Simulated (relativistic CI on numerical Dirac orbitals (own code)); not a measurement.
**Tc28+: computed level list**

Method of calculation: Dirac-Coulomb-Breit CI, separate exchange-only KLI orbitals for each configuration, model QED, unscaled Slater integrals (own radial code, finite nucleus).

Configurations in the expansion (outside the closed core [Ne]): 3s2.3p3, 3s.3p4, 3s2.3p2.3d, 3p5, 3s.3p3.3d, 3p4.3d, 3s.3p2.3d2, 3s2.3p.3d.4p, 3p4.4s, 3s.3p2.3d.4s, 3s2.3p2.4s, 3p4.4p, 3s2.3p2.4p, 3s2.3p2.4d, 3p3.3d.4p, 3s.3p3.4s, 3s2.3p2.4f, 3s.3p3.4p, 3s.3p3.4d, 3s.3p3.4f, 3s2.3p2.5s, 3s2.3p2.5p, 3s2.3p.4s.4p, 3s2.3p2.5d, 3s2.3p2.5f, 3s2.3p2.5g, 3s.3p2.4s2, 3s.3p3.5s, 3s2.3p.3d2, 3s2.3d3, 3s.3p.3d3, 3s2.3d2.4s, 3s2.3d2.4p, 3s2.3d2.4d, 3p3.3d2, 3p2.3d3, 3p2.3d2.4s, 3p2.3d2.4p, 3p2.3d2.4d, 3s2.3p.3d.4s, 3s.3p.3d2.4s, 3s2.3d.4s2, 3s2.3d.4s.4p, 3s2.3d.4s.4d, 3s.3p2.3d.4p, 3s.3p.3d2.4p, 3s.3p.3d.4s.4p, 3s.3p.3d.4p2, 3s.3p.3d.4p.4d, 3p3.3d.4s, 3p2.3d.4s2, 3p2.3d.4s.4p, 3p2.3d.4s.4d, 3s2.3p.4s2, 3s.3p.3d.4s2, 3s2.4s2.4p, 3s2.4s2.4d, 3s2.3p.4p2, 3s2.3d.4p2, 3s2.4s.4p2, 3s2.4p3, 3s2.4p2.4d, 3s.3p2.4s.4p, 3s.3p.4s2.4p, 3s.3p.4s.4p2, 3s.3p.4s.4p.4d. Double excitations out of closed p, d and f shells are left out; levels of such configurations are missing from the list, as are those of other unlisted configurations, and high levels can miss mixing partners. These lack a partner that the ground configuration has and come out too high: 3s2.3p2.4f, 3s.3p3.4d, 3s.3p3.4f, 3s2.3p2.5s, 3s2.3p2.5p.

The lowest level is 3s2.3p3 4S°_3/2, with 45 % of that term; Hund's rules for 3s2.3p3 give 4S° with J = 3/2, in agreement.

| No. | Configuration | Term | J | E (eV) | % | Lifetime (s) |
| --- | --- | --- | --- | --- | --- | --- |
| 1 | 3s2.3p3 | 4S° | 3/2 | 0.000 | 45 |  |
| 2 | 3s2.3p3 | 2D° | 3/2 | 21.855 | 51 | 8.47e-06 |
| 3 | 3s2.3p3 | 2D° | 5/2 | 27.674 | 98 | 4.29e-05 |
| 4 | 3s2.3p3 | 2P° | 1/2 | 35.220 | 97 | 6.79e-06 |
| 5 | 3s2.3p3 | 2P° | 3/2 | 56.993 | 58 | 2.58e-06 |
| 6 | 3s.3p4(3P) | 4P | 5/2 | 94.404 | 75 | 1.40e-10 |
| 7 | 3s.3p4(3P) | 4P | 3/2 | 104.974 | 32 | 8.40e-11 |
| 8 | 3s.3p4(3P) | 4P | 1/2 | 109.048 | 58 | 4.95e-11 |
| 9 | 3p2(3P).3d | 4F | 3/2 | 115.278 | 36 | 8.73e-11 |
| 10 | 3p2(3P).3d | 4F | 5/2 | 123.168 | 42 | 5.80e-11 |
| 11 | 3s.3p4(1D) | 2D | 3/2 | 123.816 | 37 | 3.88e-11 |
| 12 | 3s.3p4(1D) | 2D | 5/2 | 128.148 | 54 | 9.87e-11 |
| 13 | 3p2(3P).3d | 2P | 3/2 | 131.115 | 41 | 1.89e-10 |
| 14 | 3p2(3P).3d | 4D | 1/2 | 132.335 | 46 | 7.00e-11 |
| 15 | 3p2(1D).3d | 2F | 5/2 | 134.294 | 59 | 3.61e-10 |
| 16 | 3p2(3P).3d | 4F | 7/2 | 137.919 | 67 | 2.19e-09 |
| 17 | 3p2(3P).3d | 4D | 7/2 | 139.796 | 49 | 2.53e-07 |
| 18 | 3p2(3P).3d | 4D | 1/2 | 142.047 | 42 | 1.88e-11 |
| 19 | 3p2(3P).3d | 4D | 3/2 | 144.210 | 51 | 2.57e-11 |
| 20 | 3p2(3P).3d | 4F | 9/2 | 145.036 | 61 | 2.24e-04 |
| 21 | 3p2(3P).3d | 4D | 5/2 | 147.570 | 30 | 1.80e-11 |
| 22 | 3s.3p4(3P) | 2P | 3/2 | 155.502 | 30 | 3.28e-12 |
| 23 | 3p2(1D).3d | 2G | 7/2 | 155.853 | 58 | 3.99e-11 |
| 24 | 3p2(3P).3d | 4P | 5/2 | 156.116 | 44 | 4.46e-12 |
| 25 | 3p2(3P).3d | 4P | 1/2 | 157.861 | 42 | 5.13e-12 |
| 26 | 3p2(1D).3d | 2P | 3/2 | 160.159 | 34 | 4.44e-12 |
| 27 | 3p2(3P).3d | 2P | 1/2 | 161.338 | 35 | 9.13e-12 |
| 28 | 3p2(3P).3d | 2D | 3/2 | 163.915 | 72 | 1.38e-11 |
| 29 | 3p2(3P).3d | 2D | 5/2 | 166.430 | 54 | 4.27e-12 |
| 30 | 3p2(1D).3d | 2F | 7/2 | 168.136 | 49 | 2.95e-10 |

Energies count from the lowest computed level; ° marks odd parity; lifetimes are radiative, by E1, M1, E2, M2, E3 decay to levels of this space only. Percentages are summed over parent terms; the parents shown are those of the largest component, closed shells are left out there.

The mean weight of the leading LS term, summed over parents, in these 30 levels is 52 %, and that of the leading jj configuration (from the same eigenvectors) 64 %, so jj coupling describes them better and the LS labels are nominal.

At this charge energies of transitions that change n are usually good to better than 1 %, and those within a shell (Δn = 0) to a few per cent.

LS names give the leading component of a level, which can be under half, so a name can repeat, a term be missing and a line seem to break the LS rules.
